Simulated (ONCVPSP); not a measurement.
**sulfur (S), ONCV: configuration errors across variants**

| Item | Value |
| --- | --- |
| Element | sulfur (S) |
| Generator | ONCVPSP 4.0.1 |
| Type | optimised norm-conserving Vanderbilt (ONCV) |
| Functional | PBE |
| Relativity | scalar-relativistic |
| Frozen core | [He] |
| Valence charge | 14 |
| Reference configuration | 2s2 2p6 3s2 3p4 |
| Partial waves | 2s+3s: rc 0.80 bohr, ncon 3, nbas 7, qcut 12.9 1/bohr, 2 projectors; 2p+3p: rc 0.65 bohr, ncon 3, nbas 6, qcut 23.6 1/bohr, 2 projectors; d scattering state at 0.02 Ha: rc 0.85 bohr, ncon 4, nbas 9, qcut 11.3 1/bohr, 1 projector |
| Local potential | polynomial inside 0.55 bohr (lpopt 3, dvloc0 0 Ha) |
| Core correction | none |

All-electron excitation energies from the reference (eV): (1) 2s2 2p6 3s2 3p3 11.769; (2) 2s2 2p6 3s2 3p2 34.052; (3) 2s2 2p6 3s2 3p1 68.094; (4) 2s2 2p5 3s2 3p4 173.683.

Errors AE − PS in meV (a dash: test not solved or not reliable):

| change | (1) | (2) | (3) | (4) | bound ghosts | GHOST(+) flags above zero |
| --- | --- | --- | --- | --- | --- | --- |
| base | +0.9 | +3.3 | +9.0 | +235 | none | none |
| s: qcut 7.7 | +0.9 | +3.3 | +8.9 | +225 | none | none |
| s: qcut 9.7 | +1.0 | +3.3 | +9.2 | +237 | none | none |
| s: qcut 11 | +1.0 | +3.3 | +9.2 | +238 | none | none |
| s: qcut 13.9 | +0.9 | +3.3 | +8.9 | +232 | none | none |
| s: qcut 16.4 | +0.9 | +3.2 | +8.6 | +225 | none | none |
| s: qcut 17.8 | +0.9 | +3.2 | +8.5 | +220 | none | none |

Task: Give the same row for: s: qcut 19.2.

Result: +0.9, +3.1, +8.2, +214; bound ghosts: none; GHOST(+) flags above zero: none.
